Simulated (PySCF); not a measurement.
Question: Write Cartesian coordinates for `FBCC(F)(F)F` as optimised with PBE0-D3(BJ)/def2-SVP.

Answer: 
```xyz
10
C2H3BF4 angstrom
F      2.4810   -0.7629    0.2640
B      1.4258   -0.1856   -0.2806
C      0.0803   -0.2482    0.5271
C     -1.1113    0.3152   -0.1870
F     -2.2289    0.2196    0.5406
F     -0.9378    1.6096   -0.4797
F     -1.3339   -0.3294   -1.3393
H      1.5739    0.3543   -1.3502
H      0.2193    0.3005    1.4744
H     -0.1279   -1.2930    0.8100
```

Any rigid rotation of these coordinates is as good. Atoms count from 1 in this order. B2 (three-coordinate boron) is planar (angles 125.3°, 117.6° and 117.1°, sum 360.0°, 0.00 Å off the plane of its three neighbours). All 3 C–F bonds measure 1.337 to 1.339 Å.

Bonds between heavy atoms (Å): F1–B2 1.320, B2–C3 1.570, C3–C4 1.499, C4–F5 1.337, C4–F6 1.338, C4–F7 1.339.

Theory: PBE0-D3(BJ)/def2-SVP geometry optimisation, gas phase in PySCF 2.14.0.

Point group: near Cs, missed by 0.20 Å at most; the miss may be what the optimiser left on a soft mode. No PBE0-D3(BJ)/def2-SVP frequencies stand behind this structure, so it isn't proved a minimum. One conformer, not necessarily the lowest (F1–B2–C3–C4 -175°).

The run took 41 s wall on Arm Neoverse V1, one thread, no GPU, shared host, and the process peaked at 0.46 GiB of memory. That covers the optimisation of the geometry.
